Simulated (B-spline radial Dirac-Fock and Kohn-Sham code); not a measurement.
# Relativistic shifts of the levels of Ta⁵¹⁺

System: the Ta⁵¹⁺ ion, configuration [Ar] 3d4.

Both columns are ΔSCF binding energies of the configuration average from a radial finite-basis atomic code: non-relativistic Hartree-Fock with a point nucleus, and Dirac-Fock with a finite nucleus and the Coulomb interaction alone, averaged over the two j levels with weights 2j+1.

```tsv
shell	Hartree-Fock (eV)	Dirac-Fock (eV)	shift (eV)	shift (%)
1s	65689.0	71070.9	+5381.85	+8.19
2s	13487.8	14958.5	+1470.71	+10.90
2p	13057.1	13573.0	+515.91	+3.95
3s	5161.9	5582.9	+420.97	+8.16
3p	4973.1	5151.6	+178.47	+3.59
3d	4690.6	4705.7	+15.07	+0.32
```

Relativity binds 1s, 2s, 2p, 3s, 3p, 3d more strongly, among those listed most of all 2s in relative terms.

Values without a named source are computed, but for edge energies of neutral atoms, which are taken from tables.
